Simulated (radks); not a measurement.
Spherical jellium clusters: N electrons in a uniform positive sphere of charge N and radius rs N^(1/3), rs = 2.78 bohr. Calculated with a radial shooting solver with Libxc functionals: non-relativistic Kohn-Sham, LDA (Slater exchange, Perdew-Wang correlation), spin-polarised, spherical densities. Levels are named by radial order and angular momentum (1s, 1p, 1d, 2s, ...), and open shells are averaged over m.

N = 18, configuration 1s2 1p6 1d10. This is the lowest configuration that the search found. Occupied and some empty levels:

level,occupation,eigenvalue (eV),<r> (bohr)
1s,2,-7.9131,4.325
1p,6,-6.0377,5.425
1d,10,-3.9274,6.272
2s,0,-3.4943,5.680
1f,0,-1.6723,7.201
2p,0,-1.3224,7.845

Energy (eV): total -26.3958, kinetic 58.828, external -1411.0, Hartree 687.53, exchange-correlation -87.792, background 726.07. Static polarisability (adiabatic kernel): 588.7 bohr^3, against R^3 = 386.7 for a classical metal sphere.
